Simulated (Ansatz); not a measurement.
`C=CC1=C[SiH2]1` + HI → `IC1=C[SiH2]1` + `C=C`  (substitution at a C–C bond)

Computed with Ansatz on PBE0-D4/def2-TZVP structures; ΔE is electronic, products minus reactants. CBS: MP2 limit from def2 TZ/QZ plus the TZ coupled-cluster correction, frozen cores. This one scheme is used for every species. DFT in def2-TZVPP. Elements past krypton have def2 core potentials. For I outer-core shells are correlated without core-valence functions, which leaves a few kJ/mol of doubt a bond. Each species was taken in one conformer, which may not be the lowest.

```csv
level,ΔE (kcal/mol)
LC-ωPBE,8.4
CCSD/def2-TZVPP,7.2
CCSD(T)/def2-TZVPP,6.8
HF/CBS(def2),8.2
```

(1) What does CCSD(T)/CBS give? (An estimate is asked.)

Largest T1 diagnostic among the species: 0.013.

Results:

(1) Computed: +6.0 kcal/mol. The listed levels differ from it by 2.4, 1.2, 0.8, 2.2 kcal/mol.

From PBE to PBE0 (25 % exact exchange), in def2-TZVPP and without D4, ΔE moves by +0.9 kcal/mol. In def2-TZVPP, CCSD(T) changes the Hartree–Fock value by −1.6 kcal/mol (the triples alone add −0.4 kcal/mol) and MP2 by −2.5 kcal/mol.
